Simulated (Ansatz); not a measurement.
Compare A (`N[C@@H](F)[Si@@H](O)F`) with its isomer B (`N[Si](O)(F)CF`).

Isolated molecules relaxed with PBE0-D4/def2-TZVP in Ansatz; ΔE leaves out vibrations. CBS: MP2 limit from def2 TZ/QZ plus the TZ coupled-cluster correction, frozen cores. Functionals use def2-TZVPP. B3LYP here is the variant with VWN-RPA as its local correlation; programs differ in this. Each species was taken in one conformer, which may not be the lowest.

(1) Which isomer does CCSD(T)/CBS put lower? Give the gap. (Best estimate.)

(2) Give E(B) − E(A) in kcal/mol with CCSD/def2-TZVPP, r2SCAN-D4, MP2/def2-TZVPP, B3LYP-D4, PBE-D4, B3LYP, HF/def2-TZVPP. (Best estimate.)

Largest T1 diagnostic: 0.012.

Answers

(1) Ansatz gave: B, by 26.7 kcal/mol.

(2) The calculation gave: CCSD/def2-TZVPP -26.7, r2SCAN-D4 -25.6, MP2/def2-TZVPP -26.6, B3LYP-D4 -25.3, PBE-D4 -22.9, B3LYP -25.0, HF/def2-TZVPP -27.9. None reverses the order clearly.

From PBE to PBE0 (25 % exact exchange), in def2-TZVPP and without D4, E(B) − E(A) moves by −1.9 kcal/mol. In def2-TZVPP, CCSD(T) changes the Hartree–Fock value by +1.8 kcal/mol (the triples alone add +0.6 kcal/mol) and MP2 by +1.3 kcal/mol.
